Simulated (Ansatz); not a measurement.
Isolated molecules relaxed with PBE0-D4/def2-TZVP in Ansatz; ΔE leaves out vibrations. CCSD(T)/CBS is the MP2 limit (def2-TZVPP, def2-QZVPP) plus CCSD(T) − MP2 in def2-TZVPP, frozen cores. Functionals use def2-TZVPP. B3LYP here is the variant with VWN-RPA as its local correlation; programs differ in this. Each species was taken in one conformer, which may not be the lowest.

Consider the ligand exchange at a B–C bond: `OBC(F)S` + `NCS` → `OBNCS` + `FCS`.

```csv
level,ΔE (kJ/mol)
B3LYP-D4,-116.4
PBE,-111.2
MP2/def2-TZVPP,-116.4
SCS-MP2/def2-TZVPP,-114.5
CCSD(T)/def2-TZVPP,-113.0
HF/def2-QZVPP,-114.3
SCS-MP2/def2-QZVPP,-113.5
MP2/CBS(def2),-114.5
```

(1) What does CCSD(T)/CBS give? (Best estimate.)

Largest T1 diagnostic among the species: 0.013.

Results:

(1) Computed: -111.1 kJ/mol. The listed levels differ from it by -5.3, -0.1, -5.3, -3.4, -1.9, -3.2, -2.4, -3.4 kJ/mol.
